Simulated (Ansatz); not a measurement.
Start from `O=C(O)C(F)(F)F` and change one atom or group to get `CC(F)(F)F`.

Ansatz, PBE0-D4/def2-TZVP geometries, multiplicity 1. Each molecule was computed in one conformer, which needn't be the lowest.

| property | `O=C(O)C(F)(F)F` |
| --- | --- |
| LUMO energy (ωB97M-V/def2-TZVPP) / eV | 1.32 |
| size of the dipole moment (PBE/def2-TZVPP) / D | 2.14 |
| LUMO energy (PBE/def2-TZVPP) / eV | -2.18 |
| ideal-gas entropy at 298 K and 1 bar (rigid rotor, harmonic PBE0-D4/def2-TZVP) / J/(mol·K) | 338 |
| LUMO energy (PBE0/def2-TZVPP) / eV | -1.07 |
| HOMO energy (PBE/def2-TZVPP) / eV | -7.42 |

Problem. What does the change do to each property? (An estimate is asked.)

Solution. Ansatz gave: 
```csv
property,`CC(F)(F)F`,shift
LUMO energy (ωB97M-V/def2-TZVPP) / eV,2.81,1.49
size of the dipole moment (PBE/def2-TZVPP) / D,2.14,0.00
LUMO energy (PBE/def2-TZVPP) / eV,0.65,2.83
"ideal-gas entropy at 298 K and 1 bar (rigid rotor, harmonic PBE0-D4/def2-TZVP) / J/(mol·K)",286,-52
LUMO energy (PBE0/def2-TZVPP) / eV,1.44,2.51
HOMO energy (PBE/def2-TZVPP) / eV,-9.10,-1.68
```

With PBE0 the HOMO falls by 1.71 eV and the LUMO rises by 2.51 eV, so the gap widens by about 4.22 eV. PBE moves the HOMO by -1.68 eV and ωB97M-V by -1.69 eV. Dipoles are sizes alone; their direction can turn. Modes under 60 cm⁻¹, often nearly free rotors, make the harmonic entropy too high.
